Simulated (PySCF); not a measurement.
C₃H₄Cl₂Si.
Bonds: C1–C2 (double), C2–C3 (double), C3–Si4, Si4–Cl5, Si4–Cl6. Hydrogens: H7, H8 on C1; H9 on C3; H10 on Si4.

Torsions of this conformer, `[CH2:1]=[C:2]=[CH:3][SiH:4]([Cl:5])[Cl:6]`: C2–C3–Si4–Cl5 127°.

The closed-shell ground state was solved at several levels (PySCF, density fitting, gas phase, non-relativistic). One conformer (not necessarily the lowest) at the PBE0-D3(BJ)/def2-SVP geometry, without solvent, vibrations or thermal averaging.

| level | basis functions | HOMO (eV) | LUMO (eV) | gap (eV) | dipole (D) |
| --- | --- | --- | --- | --- | --- |
| LDA/pcSseg-2 | 293 | -6.95 | -2.09 | 4.86 | 2.13 |
| LC-wPBE/pcSseg-2 | 293 | -10.66 | 1.29 | 11.95 | 2.25 |
| PBE0/IGLO-III | 277 | -7.87 | -0.84 | 7.03 | 1.86 |
| mPW1PW91/pcSseg-2 | 293 | -7.97 | -0.95 | 7.02 | 2.18 |
| PBE0/STO-3G | 46 | -6.25 | 2.10 | 8.35 | 3.04 |
| wB97X-D/pcSseg-2 | 293 | -9.78 | 0.84 | 10.62 | 2.20 |
| PBE0/pcSseg-2 | 293 | -7.95 | -0.94 | 7.01 | 2.18 |
| B3LYP/pcSseg-2 | 293 | -7.72 | -1.14 | 6.58 | 2.15 |
| PBE0/aug-cc-pVDZ | 186 | -7.91 | -0.94 | 6.97 | 2.15 |
| BHandHLYP/pcSseg-2 | 293 | -8.97 | 0.13 | 9.10 | 2.25 |
| PBE0/def2-SVP | 116 | -7.85 | -0.72 | 7.13 | 2.06 |
| B97-D/pcSseg-2 | 293 | -6.73 | -1.77 | 4.96 | 2.11 |
| B97-2/pcSseg-2 | 293 | -7.69 | -0.98 | 6.71 | 2.18 |

**Question.** Estimate the row for PBE0/def2-TZVP, a basis of 228 functions; the other rows only guide the guess.

**Answer.** HOMO -7.89 eV, LUMO -0.86 eV, gap 7.03 eV, dipole 2.04 D.

**Question.** Over all these levels, which gives the widest orbital gap and which the narrowest?

**Answer.** LC-wPBE/pcSseg-2 (range-separated hybrid) has the widest, 11.95 eV, and LDA/pcSseg-2 (LDA) the narrowest, 4.86 eV. The two share the basis. From the narrowest to the widest the HOMO moves by -3.71 eV and the LUMO by +3.38 eV.

**Question.** How much does the basis alone move the frontier levels among the 6 PBE0 rows (the withheld one included)?

**Answer.** The HOMO by 1.70 eV and the LUMO by 3.04 eV. By rising basis size (HOMO, LUMO in eV): STO-3G -6.25, 2.10; def2-SVP -7.85, -0.72; aug-cc-pVDZ -7.91, -0.94; def2-TZVP -7.89, -0.86; IGLO-III -7.87, -0.84; pcSseg-2 -7.95, -0.94.

**Question.** In the pcSseg-2 basis, how does the gap go with the fixed share of exact exchange?

**Answer.** LDA (0 %) 4.86 eV; B97-D (0 %) 4.96 eV; B3LYP (20 %) 6.58 eV; B97-2 (21 %) 6.71 eV; PBE0 (25 %) 7.01 eV; mPW1PW91 (25 %) 7.02 eV; BHandHLYP (50 %) 9.10 eV. Each rise in the share widens the gap here.

**Question.** How far do the dipole and the HOMO energy spread over the levels?

**Answer.** The dipole runs from 1.86 to 3.04 D (mean 2.20 D) and the HOMO from -10.66 to -6.25 eV.
